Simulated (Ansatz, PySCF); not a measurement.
System: sum formula SiH₅S (charge +1, singlet). It need not be the lowest isomer of its formula. 
Structure (B3LYP-D3(BJ)/def2-TZVP (Ansatz, a quantum-chemistry and plane-wave program) minimum search):
```
Si
H 1 1.4673
H 1 1.4673 2 116.44
H 1 1.4673 2 116.44 3 -143.30
S 1 2.3203 2 104.07 3 108.35
H 5 1.3518 1 98.26 2 47.71
H 5 1.3518 6 94.12 1 98.97
```
Charge +1, spin multiplicity 1.

Total electronic energies in hartree. Cores are frozen in the correlated levels unless marked. Spin-orbit coupling is left out. Non-relativistic. CBS marks a two-point X^-3 extrapolation of the correlation energy; Hartree-Fock from the larger set. [CCSD(T)-MP2]/basis is that difference in the basis named.

```
level                                                                 program  energy (Eh)
-------------------------------------------------------------  --------------  -----------
BP86-D3(BJ)/def2-TZVPD                                          PySCF + dftd3   -690.50694
TPSS-D4/def2-TZVPD                                              PySCF + dftd4   -690.48970
r2SCAN/def2-TZVPD                                                      Ansatz   -690.36768
PBE0-D4/def2-TZVP                                              Ansatz + dftd4   -690.16205
CAM-B3LYP-D3(BJ)/def2-TZVPD                                    Ansatz + dftd3   -690.44199
RI-MP2/def2-QZVPP                                                      Ansatz   -689.49100
SCS-MP2/STO-3G                                                         Ansatz   -681.59595
CCSD(T)/cc-pVTZ                                                        Ansatz   -689.51037
RI-MP2/CBS(cc-pV(T+d)Z,cc-pV(Q+d)Z)+[CCSD(T)-MP2]/cc-pV(T+d)Z          Ansatz    -689.5647
```

Totals of different functionals don't rank their quality; only differences between species are comparable.
